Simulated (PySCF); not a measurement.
Working with the constants of KI⁻

UHF-CCSD(T) constants of KI⁻, ²Σ⁺ (doublet), unpaired electrons σ ↑ (PySCF, scalar-relativistic core potentials, basis sets K def2-SVPD, I def2-SVPD with ECP28; masses 38.9637 and 126.9045 u):

| Item | Value |
| --- | --- |
| ωe | 122.8 cm⁻¹ |
| ωexe | 0.607 cm⁻¹ |
| Be | 0.050112 cm⁻¹ |
| αe | 0.000335 cm⁻¹ |
| D (centrifugal) | 3.34e-08 cm⁻¹ |
| De to K + I⁻ | 0.98 eV |

Problem. Give the vibrational terms G(v) and spacings up to v = 6.

Solution. G(v) = ωe(v+½) − ωexe(v+½)².

```csv
v,G(v) (cm⁻¹),G(v) − G(v−1),Bv (cm⁻¹)
0,61.2,,0.04994
1,182.8,121.6,0.04961
2,303.2,120.4,0.04927
3,422.4,119.2,0.04894
4,540.3,117.9,0.04860
5,657.0,116.7,0.04827
6,772.6,115.5,0.04793
```

Problem. How well does the Morse estimate ωe²/(4ωexe) reproduce De, and what is D0?

Solution. It gives 0.77 eV, 79 % of the computed De. D0 = De − G(0) = 0.98 − 0.01 = 0.97 eV.

Correlated steps freeze 9 core orbitals. Correlated levels converge slowly with the basis: in double zeta they bind strong bonds too weakly, by up to about 1 eV, and carry superposition errors of some tenths. Spin–orbit coupling is left out. For an ion De counts to the pair picked by the measured ionisation energies or electron affinities, which need not be the lowest pair at this level. The state was picked by a PBE0 search and need not be the measured ground state.
